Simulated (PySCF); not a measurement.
B3LYP has the VWN-RPA correlation part, as in Gaussian. 

Cartesian coordinates (Å):
```xyz
7

Mo    -0.0001    -0.0007     0.0005
F      0.3600     0.8012     1.6200
F      1.4470    -1.1183     0.2297
F     -1.4477     1.1163    -0.2289
F      1.0843     1.2280    -0.8440
F     -0.3607    -0.8020    -1.6192
F     -1.0848    -1.2290     0.8452
```
Charge 0, spin multiplicity 1.

Problem. What is the computed dipole moment, total energy, HOMO, HOMO–LUMO gap, charge on the central atom (Mulliken) and LUMO (B3LYP-D3(BJ)/def2-TZVP // BP86-D3(BJ)/def2-SVP in PySCF 2.14.0)?

Solution. 
The dipole moment comes out as 0.00 D. The total energy comes out as -667.7825 Ha. The HOMO is -12.51 eV and the HOMO–LUMO gap is 6.27 eV. The charge on the central atom (Mulliken) is 2.10 e and the LUMO is -6.24 eV.
